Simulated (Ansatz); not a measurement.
Mulliken charges of ClH$_{5}$OSiSn, SMILES `Cl[SiH2][O][SnH3]` from B3LYP/def2-TZVPP in Ansatz (PBE0-D4/def2-TZVP geometry).

```tsv
atom	x (Å)	y (Å)	z (Å)	charge (e)
Cl1	0.126	2.170	1.069	-0.284
Si2	-1.306	0.742	0.617	0.579
O3	-0.626	-0.483	-0.175	-0.592
Sn4	1.217	-0.955	-0.709	0.781
H5	-1.876	0.302	1.911	-0.079
H6	-2.326	1.419	-0.215	-0.077
H7	2.135	-1.032	0.721	-0.106
H8	1.007	-2.468	-1.454	-0.117
H9	1.737	0.257	-1.782	-0.106
```

Q: By hand: the dipole of these point charges (1 e Å = 4.8032 D).

A: Σ q r = (0.328, -0.409, -0.248) e Å, of length 0.580 e Å = 2.79 D.

Q: How does the dipole of the full density compare? (Estimate.)

A: Ansatz gave: (0.242, -0.309, -0.191) e Å, 2.10 D; the point charges give 1.33 times that, at 1° from its direction.

Point charges leave out the atoms' own dipoles, such as those of lone pairs, and Mulliken's split depends on the basis, so the two needn't agree.

B3LYP here is the variant with VWN-RPA as its local correlation; programs differ in this.
